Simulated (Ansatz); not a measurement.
Born–Oppenheimer molecular dynamics of Cl₂F₂Ge (5 atoms, charge 0, multiplicity 1). It starts from a relaxed structure.

All numbers below come from Ansatz 0.2.0, RKS r2SCAN/def2-SVP.

| Quantity | Value |
| --- | --- |
| ensemble | NVE (velocity Verlet) |
| time step | 1 fs |
| steps asked | 100 |
| starting velocities drawn for | 1000 K |
| seed | 392172 |

First frame:

```xyz
5
Properties=species:S:1:pos:R:3
Ge -0.028 0.050 0.041
Cl 0.006 -0.010 2.152
F 1.579 0.009 -0.552
Cl -1.012 1.753 -0.728
F -0.797 -1.362 -0.552
```

Problem. How far do the bonds stretch over the last three quarters of this one trajectory? (Pairs bonded in most of those frames.)

Solution. 
```
   bond  mean (Å)  spread (Å)  shortest  longest
Ge1–Cl2     2.113       0.030      2.08     2.16
 Ge1–F3     1.747       0.092      1.60     1.86
Ge1–Cl4     2.115       0.028      2.08     2.16
 Ge1–F5     1.715       0.028      1.68     1.75
```

Mean temperature of the second half: 465 K. The conserved energy stayed within 0.34 meV per atom of its start (net change 0.33 meV per atom), so the integration is sound. Over the second half the temperature averaged 0.47 of the 1000 K drawn at the start: a run that starts near a minimum puts about half its kinetic energy into the potential. A run of 0.1 ps of so small a system gives no equilibrium averages.

Time of the run: 2.9 min on 2 threads of Intel(R) Xeon(R) 6975P-C (Granite Rapids), on a shared host, peak memory 0.17 GiB.
